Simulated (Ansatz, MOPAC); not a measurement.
Molecule: CaO$_{2}$H$_{2}$ (charge 0, singlet). SMILES: [OH][Ca][OH]

Atoms: Ca1, O2, O3, H4, H5. Bonds: Ca1-O2, Ca1-O3, O2-H4, O3-H5.

Bond lengths (Å) and angles (degrees) optimised at PM3 with MOPAC; B3LYP/6-31G* with LANL2DZ past Ar with Ansatz (a first-principles code); MP2/6-31G* with LANL2DZ past Ar with Ansatz, each started from the B3LYP-D3(BJ)/def2-TZVP structure (Ansatz) of the last column. A row stands for all coordinates that are equal there. 6-31G* holds six Cartesian d functions. No wavenumbers were computed at MP2/6-31G* with LANL2DZ past Ar, so these may be saddle points.

| coordinate | PM3 | B3LYP/6-31G* with LANL2DZ past Ar | MP2/6-31G* with LANL2DZ past Ar | B3LYP-D3(BJ)/def2-TZVP |
|---|---|---|---|---|
| Ca1-O2 | 1.948 | 2.089 | 2.103 | 2.039 |
| O2-H4 | 0.945 | 0.957 | 0.957 | 0.955 |
| O2-Ca1-O3 | 180.0 | 180.0 | 180.0 | 180.0 |
| Ca1-O2-H4 | 180.0 | 180.0 | 180.0 | 180.0 |

Mean signed difference of all 4 bond lengths from B3LYP-D3(BJ)/def2-TZVP: PM3 -0.051 Å, B3LYP/6-31G* with LANL2DZ past Ar 0.026 Å, MP2/6-31G* with LANL2DZ past Ar 0.033 Å.
